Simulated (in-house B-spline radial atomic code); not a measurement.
Er³⁺: [Ar] 3d10 4s2 (4p1/2)1 (4p3/2)4 4d10 4f11 5s2 5p6 6s1 (with a hole in an inner shell)

All numbers are computed (Dirac-Kohn-Sham PBE0, spherical fractional occupations; Fermi nucleus of rms radius 5.2516 fm) with a radial B-spline atomic code at the basis-set limit, not measured.

Z_r = [3n² - l(l+1)]/(2<r>); Z_e = n√(-2ε); the last column is Slater's effective charge. Values are occupation-weighted means over j. An effective charge above Z reflects the relativistic contraction of the inner shells.

```json
{"shell": "1s", "electrons": "2", "ε (eV)": "-57487", "<r> (bohr)": "0.02037", "Z_r": "73.64", "Z_e": "65.00", "Slater": "67.70"}
{"shell": "2s", "electrons": "2", "ε (eV)": "-9730.6", "<r> (bohr)": "0.08587", "Z_r": "69.87", "Z_e": "53.49", "Slater": "63.85"}
{"shell": "2p", "electrons": "6", "ε (eV)": "-8654.7", "<r> (bohr)": "0.07632", "Z_r": "65.51", "Z_e": "50.44", "Slater": "63.85"}
{"shell": "3s", "electrons": "2", "ε (eV)": "-2234.3", "<r> (bohr)": "0.2246", "Z_r": "60.09", "Z_e": "38.44", "Slater": "56.75"}
{"shell": "3p", "electrons": "6", "ε (eV)": "-1901.2", "<r> (bohr)": "0.2236", "Z_r": "55.91", "Z_e": "35.46", "Slater": "56.75"}
{"shell": "3d", "electrons": "10", "ε (eV)": "-1463.8", "<r> (bohr)": "0.2037", "Z_r": "51.56", "Z_e": "31.12", "Slater": "46.85"}
{"shell": "4s", "electrons": "2", "ε (eV)": "-485.67", "<r> (bohr)": "0.5064", "Z_r": "47.40", "Z_e": "23.90", "Slater": "40.60"}
{"shell": "4p", "electrons": "5", "ε (eV)": "-367.93", "<r> (bohr)": "0.5395", "Z_r": "42.64", "Z_e": "20.80", "Slater": "40.60"}
{"shell": "4d", "electrons": "10", "ε (eV)": "-219.6", "<r> (bohr)": "0.5782", "Z_r": "36.32", "Z_e": "16.07", "Slater": "29.85"}
{"shell": "5s", "electrons": "2", "ε (eV)": "-93.288", "<r> (bohr)": "1.206", "Z_r": "31.09", "Z_e": "13.09", "Slater": "13.75"}
{"shell": "5p", "electrons": "6", "ε (eV)": "-64.443", "<r> (bohr)": "1.385", "Z_r": "26.35", "Z_e": "10.88", "Slater": "13.75"}
{"shell": "4f", "electrons": "11", "ε (eV)": "-49.863", "<r> (bohr)": "0.7185", "Z_r": "25.05", "Z_e": "7.66", "Slater": "19.50"}
{"shell": "6s", "electrons": "1", "ε (eV)": "-25.95", "<r> (bohr)": "2.893", "Z_r": "18.67", "Z_e": "8.29", "Slater": "5.20"}
```

The least bound orbital is 6s1/2 at -25.95 eV, and it is also the most diffuse (<r> = 2.893 bohr). The part-filled 4p shell lies below the filled 5p shell in orbital energy.

For the 1s electron the small component carries 6.48 % of the norm, the zero-frequency Breit interaction raises the level by 183.6 eV, self-energy by 112.1 eV, and vacuum polarisation lowers it by 19.39 eV.

Caution: exact exchange at fractional occupations of open shells leaves self-interaction of up to several eV.
